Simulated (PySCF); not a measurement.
Compound: CH₆AlAsS.
Bonds: C1–S2, S2–Al3, Al3–As4. Hydrogens: H5, H6, H7 on C1; H8 on Al3; H9, H10 on As4.

Method: PBE0-D3(BJ)/def2-SVP geometry optimisation, gas phase (PySCF 2.14.0); density fitting, grid level 1; the optimiser is geomeTRIC in internal coordinates, started from a GFN2-xTB structure with every atom displaced at random (about 0.01 Å).

Step 5: E = -79380.4604 eV
```
atom  x, y, z in Å  |  force x, y, z in eV/Å
C1      2.2080   -0.2353    0.1077   -0.024   0.090  -0.044
S2      0.5864   -0.8874   -0.4200   -0.015  -0.057  -0.014
Al3    -0.8532    0.5784    0.2944   -0.025   0.004  -0.008
As4    -3.2333    0.1362   -0.0498   -0.033   0.002   0.073
H5      2.8347   -0.0867   -0.7821    0.003  -0.011   0.003
H6      2.6856   -0.9718    0.7648    0.031  -0.032   0.039
H7      2.1153    0.7206    0.6417    0.000  -0.005   0.011
H8     -0.2836    1.8624    1.0388    0.011   0.006  -0.011
H9     -3.0451    0.2277   -1.5626    0.033   0.006  -0.018
H10    -2.9666   -1.3671   -0.0532    0.019  -0.003  -0.032
```

Step 6: E = -79380.4646 eV
```
atom  x, y, z in Å  |  force x, y, z in eV/Å
C1      2.2403   -0.2479    0.1243   -0.008   0.101  -0.027
S2      0.6120   -0.8979   -0.3782   -0.012  -0.132  -0.053
Al3    -0.8443    0.5734    0.2722   -0.084   0.059   0.007
As4    -3.2149    0.0403    0.0386   -0.087  -0.008   0.066
H5      2.8765   -0.1667   -0.7674    0.005  -0.023   0.007
H6      2.6951   -0.9542    0.8299    0.034  -0.007   0.028
H7      2.1653    0.7414    0.5961   -0.005  -0.004   0.027
H8     -0.3351    1.9180    0.9500    0.046  -0.003  -0.022
H9     -3.2301    0.4001   -1.4461    0.073   0.004   0.019
H10    -2.9166   -1.4295   -0.2399    0.037   0.012  -0.052
```

Step 7: E = -79380.4735 eV
```
atom  x, y, z in Å  |  force x, y, z in eV/Å
C1      2.2547   -0.2518    0.1361    0.004   0.070  -0.001
S2      0.6279   -0.9246   -0.3424    0.002  -0.136  -0.056
Al3    -0.8389    0.5571    0.2563   -0.101   0.086   0.011
As4    -3.1987   -0.0278    0.0877   -0.099  -0.033   0.052
H5      2.8968   -0.2217   -0.7545    0.004  -0.021   0.007
H6      2.7035   -0.9201    0.8830    0.019   0.016   0.004
H7      2.1804    0.7618    0.5529   -0.008   0.001   0.026
H8     -0.3589    1.9387    0.8795    0.059  -0.011  -0.029
H9     -3.3281    0.5110   -1.3366    0.085   0.001   0.035
H10    -2.8904   -1.4455   -0.3823    0.034   0.027  -0.049
```

Step 8: E = -79380.5013 eV
```
atom  x, y, z in Å  |  force x, y, z in eV/Å
C1      2.2895   -0.2504    0.1791    0.035  -0.059   0.138
S2      0.6914   -1.0428   -0.2255    0.087  -0.068  -0.019
Al3    -0.8190    0.4656    0.1750   -0.099   0.128   0.042
As4    -3.1319   -0.2528    0.1803   -0.111  -0.034  -0.050
H5      2.9678   -0.3817   -0.6745   -0.006   0.005  -0.001
H6      2.7222   -0.7509    1.0620   -0.067   0.074  -0.133
H7      2.1845    0.8218    0.3925   -0.023   0.016  -0.005
H8     -0.4175    1.9438    0.6086    0.089  -0.045  -0.027
H9     -3.5450    0.7806   -0.8721    0.082  -0.067   0.060
H10    -2.8938   -1.3561   -0.8456    0.011   0.049  -0.004
```

Question: Estimate the geometry and energy of step 9. (The exact step hangs on the optimiser's Hessian estimate; all steps are aligned on step 8, rigid shifts and turns removed.)

Answer: E = -79380.5010 eV, largest force 0.496 eV/Å
```
atom  x, y, z in Å  |  force x, y, z in eV/Å
C1      2.2203   -0.2207    0.1547    0.151  -0.294   0.370
S2      0.6725   -1.1738   -0.1128    0.086   0.286   0.047
Al3    -0.8249    0.3763    0.2515    0.117  -0.082   0.062
As4    -3.1499   -0.2683    0.1745   -0.094   0.064  -0.211
H5      2.8829   -0.3865   -0.7045   -0.007   0.055  -0.032
H6      2.7267   -0.5941    1.0687   -0.181   0.088  -0.298
H7      2.0327    0.8544    0.2802   -0.011   0.009  -0.067
H8     -0.3238    1.8372    0.6509    0.000  -0.064  -0.049
H9     -3.3449    0.8468   -0.8661   -0.054  -0.076   0.113
H10    -2.8435   -1.2942   -0.9174   -0.008   0.014   0.067
```

The energy changes by +0.0003 eV. The first-order estimate −F·Δx gives -0.0365 eV and the mean of the old and new forces, exact on a quadratic surface, +0.0026 eV. The step makes an angle of 77° with the force vector and moves no atom by more than 0.211 Å.

What follows is the cost of the whole optimisation. Hardware: an Arm Neoverse V2 with one thread, no GPU, shared host with 96 logical CPUs at a one-minute load of 36. Cost: 68 s wall, 0.45 GiB resident at most.
